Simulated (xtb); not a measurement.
C2H7AlO, charge +1, doublet, at a GFN2-xTB geometry (such geometries of metal compounds can be far from the true shape) (a state made from the parent by changing its charge; the spin is typed, not shown lowest); xtb with GFN2-xTB.

xtb was given this input:
```
$ xtb mol.xyz --gfn 2 --chrg 1 --uhf 1 --json

# file mol.xyz
11

Al     0.12779689    -0.03052487     0.08588032
C     -1.51252269    -1.23402075    -0.00667546
H     -1.27322400    -2.04556439    -0.69582901
H     -2.36258910    -0.64733562    -0.35584040
H     -1.66268311    -1.61638550     1.00500495
C     -0.10781616     1.62104602    -1.08220245
H      0.86563295     1.80676454    -1.54062769
H     -0.38685379     2.44208149    -0.41975372
H     -0.88151238     1.42220395    -1.82421624
O      1.44302723    -0.34467359     0.96972339
H      2.21768508    -0.52970412     1.49029835
```

Output, abridged:

```
   ID    Z sym.   atoms
    1   13 Al     1
    2    6 C      2, 6
    3    1 H      3-5, 7-9, 11
    4    8 O      10

           -------------------------------------------------
          |                Calculation Setup                |
           -------------------------------------------------

           -------------------------------------------------
          |                 G F N 2 - x T B                 |
           -------------------------------------------------

          ...................................................
          :                      SETUP                      :
          :.................................................:
          :  # basis functions                  29          :
          :  # atomic orbitals                  28          :
          :  # shells                           16          :
          :  # electrons                        23          :
          :  max. iterations                   250          :
          :  Hamiltonian                  GFN2-xTB          :
          :  restarted?                      false          :
          :  GBSA solvation                  false          :
          :  PC potential                    false          :
          :  electronic temp.          300.0000000     K    :
          :  accuracy                    1.0000000          :
          :  -> integral cutoff          0.2500000E+02      :
          :  -> integral neglect         0.1000000E-07      :
          :  -> SCF convergence          0.1000000E-05 Eh   :
          :  -> wf. convergence          0.1000000E-03 e    :
          :  Broyden damping             0.4000000          :
          :  net charge                          1          :
          :  unpaired electrons                  1          :
          ...................................................

 iter      E             dE          RMSdq      gap      omega  full diag
   1    -12.6844949 -0.126845E+02  0.124E+01    4.60       0.0  T
   2    -12.7037050 -0.192101E-01  0.737E+00    4.40       1.0  T
   3    -12.7055958 -0.189079E-02  0.108E+00    4.27       1.0  T
   4    -12.7083053 -0.270947E-02  0.466E-01    4.45       1.0  T
   5    -12.7084815 -0.176206E-03  0.323E-01    4.43       1.0  T
   6    -12.7085681 -0.866375E-04  0.974E-02    4.48       1.0  T
   7    -12.7085191  0.490169E-04  0.620E-02    4.45       1.0  T
   8    -12.7085676 -0.484378E-04  0.281E-02    4.49       1.1  T
[...]
         :: total energy             -12.553632879758 Eh    ::
[...]
     7   1 H        0.925     0.154     1.362     1.825
     8   1 H        0.925     0.149     1.396     1.848
     9   1 H        0.925     0.150     1.393     1.846
    10   8 O        1.541    -0.405    21.028     6.186
    11   1 H        0.806     0.369     0.546     1.161

 Mol. C6AA /au·bohr⁶  :        998.586551
 Mol. C8AA /au·bohr⁸  :      37641.750393
 Mol. α(0) /au        :         53.307190

Wiberg/Mayer (AO) data.
largest (>0.10) Wiberg bond orders for each atom

 ---------------------------------------------------------------------------
     #   Z sym  total        # sym  WBO       # sym  WBO       # sym  WBO
 ---------------------------------------------------------------------------
     1  13 Al   3.655 --    10 O    1.537     6 C    0.859     2 C    0.859
     2   6 C    3.818 --     4 H    0.911     3 H    0.907     5 H    0.905
                             1 Al   0.859     6 C    0.186
     3   1 H    0.978 --     2 C    0.907
     4   1 H    0.978 --     2 C    0.911
     5   1 H    0.976 --     2 C    0.905
     6   6 C    3.818 --     9 H    0.911     8 H    0.907     7 H    0.905
                             1 Al   0.859     2 C    0.186
     7   1 H    0.976 --     6 C    0.905
     8   1 H    0.978 --     6 C    0.907
     9   1 H    0.978 --     6 C    0.911
    10   8 O    2.426 --     1 Al   1.537    11 H    0.818
    11   1 H    0.864 --    10 O    0.818
 ---------------------------------------------------------------------------

Topologies differ in total number of bonds
Writing topology from bond orders to xtbtopo.mol

molecular dipole:
                 x           y           z       tot (Debye)
 q only:       -0.626       0.149      -0.420
   full:       -0.625       0.149      -0.420       1.952
molecular quadrupole (traceless):
                xx          xy          yy          xz          yz          zz
 q only:        2.061       2.482       1.183       3.733      -4.686      -3.244
  q+dip:        2.754       2.482       0.897       4.817      -5.293      -3.651
   full:        1.474       1.753       0.864       2.709      -3.324      -2.337

           -------------------------------------------------
          | TOTAL ENERGY              -12.553632879758 Eh   |
          | GRADIENT NORM               0.000025176020 Eh/α |
          | HOMO-LUMO GAP               4.478314147807 eV   |
           -------------------------------------------------

normal termination of xtb
```
